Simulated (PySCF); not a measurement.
## How methods differ on the excitation energy of Co²⁺

Co²⁺ [Ar] 3d7 (4F) → Co²⁺ [Ar] 3d6 4p1 (high-spin determinant), as a difference of total energies. All numbers are calculated (PySCF 2.14, no relativity, point nucleus, in aug-cc-pVDZ (7s6p4d2f, 59 functions)). Correlated levels: valence: [Ar] frozen. The calculations carry no spin-orbit coupling.

```csv
method,excitation energy (cm⁻¹)
UHF,89966
LDA,101280
PBE,100660
PBE0,100010
r2SCAN,99963
B3LYP,101170
B2PLYP,100920
PBEsol,100440
MN15,98722
MP2 (valence),100660
SCS-MP2 (valence),102050
```

A first-order spin-orbit estimate (lowest level to lowest level, LS coupling) adds 0.066 eV.

The determinant of the upper state mixes LS terms, which raises its energy above the lowest term, most at the Hartree-Fock and MP2 levels.
